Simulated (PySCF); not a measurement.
Calculation: PySCF 2.14.0 with B3LYP-D3(BJ)/def2-TZVP. Isolated molecules, 0 K electronic values unless said otherwise. One relaxed conformer stands for a flexible species; it need not be the lowest. B3LYP has the VWN-RPA correlation part, as in Gaussian. Delta-SCF ions had no search for a lower state. Excitations are Tamm–Dancoff values on a coarser integration grid. The basis has no diffuse functions, so Rydberg states are missing or too high.

Reference species (SMILES): `C=CCCC` (C–C–C–C torsion -120°, C–C–C–C torsion 65°) (neutral, multiplicity 1).

* **vertical ionisation energy (Delta-SCF)**: 9.52 eV
* **S1 oscillator strength**: 0.110
* **S1–T1 gap (TDA)**: 2.82 eV
* **T1 excitation (TDA)**: 4.48 eV

Changed species: `C(O)C=C` (C–C–C–O torsion -6°, C–C–O–H torsion -58°) (X = hydroxy; the reference has X = ethyl).

**Question.** Give the shifts of the vertical ionisation energy (Delta-SCF), S1 oscillator strength, S1–T1 gap (TDA) and T1 excitation (TDA).

**Answer.** the vertical ionisation energy (Delta-SCF) goes up by 0.27 eV, to 9.79 eV; the S1 oscillator strength falls by 0.078, to 0.032; the S1–T1 gap (TDA) falls by 0.59 eV, to 2.23 eV; the T1 excitation (TDA) increases by 0.05 eV, to 4.53 eV.
